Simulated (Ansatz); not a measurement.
`[O]=[W](=[O])([F])[F]`. Total charge 0; spin multiplicity 1. W: def2 effective core potential.

(1) What are the harmonic wavenumbers in cm⁻¹ at PBE0-D4/def2-TZVP (Ansatz, finite differences of forces, unscaled)? (An estimate is asked.)

(2) Is this a minimum?

(3) Give the ideal-gas thermochemistry at 298.15 K and 1 bar (rigid rotor, harmonic oscillator; point group C2v, symmetry number 2).

(4) And at 400, 500, 600, 800 and 1000 K?

Answers

(1) The calculation gave: 183, 230, 263, 267, 362, 713, 716, 1034, 1080.

(2) Yes, all 9 modes are real.

(3) Zero-point energy 29.0 kJ/mol; H(298) − E = 45.9 kJ/mol; entropy 321.7 J/(mol·K), of which translation 177.9, rotation 105.0, vibration 38.8; G(298) − E = -50.0 kJ/mol.

(4) 
```
T (K)  H − E (kJ/mol)  S (J/mol/K)  G − E (kJ/mol)
  400            54.4        346.2           -84.1
  500            63.4        366.3          -119.7
  600            72.9        383.5          -157.2
  800            92.7        412.0          -236.9
 1000           113.1        434.8          -321.7
```
